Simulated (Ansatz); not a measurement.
## Abstraction of F: CF4 + SiF3 → CF3 + SiF4

Species: CF4 (tetrafluoromethane) `FC(F)(F)F`, singlet; SiF3 (trifluorosilyl) `F[Si](F)F`, doublet; CF3 (trifluoromethyl radical) `F[C](F)F`, doublet; SiF4 (silicon tetrafluoride) `F[Si](F)(F)F`, singlet. A radical takes F: the energy is the difference in strength between the C–F bond broken and the Si–F bond made.

Shapes, held fixed at every level: PBE0-D4/def2-TZVP. Programs: Ansatz 0.2.0. The zero-point and thermal change to 298 K, harmonic and unscaled (PBE0-D4/def2-TZVP), is -1.2 kJ/mol.

| level | kind | ΔH(298 K) (kJ/mol) | less CCSD(T)/CBS estimate | CPU time (sum over the molecules) |
| --- | --- | --- | --- | --- |
| MP2/def2-SVP | perturbation theory | -106.4 | +42.2 | – |
| HF/def2-SVP | Hartree–Fock | -123.5 | +25.1 | – |
| PBE-D4/def2-TZVPP | GGA | -123.3 | +25.3 | 14 s |
| wB97M-V/def2-TZVPP | range-separated hybrid | -138.4 | +10.2 | 57 s |
| wB97X-V/def2-TZVPP | range-separated hybrid | -138.4 | +10.2 | 41 s |
| B2PLYP/def2-TZVPP | double hybrid | -146.7 | +1.9 | 31 s |
| CCSD(T)/CBS estimate | coupled cluster or CI | -148.6 | 0.0 | 6.4 min |

The highest level, CCSD(T)/CBS estimate, gives ΔH(298 K) = -148.6 kJ/mol; the levels span -148.6 to -106.4. The column of differences is taken from that level and isn't an error. No measured value is set beside it here. Open shells run unrestricted. The CBS estimate extrapolates MP2 from def2-TZVPP and def2-QZVPP and adds CCSD(T) − MP2 in the triple-zeta set, cores frozen. Times are processor times on shared x86 and Arm servers, and rough.
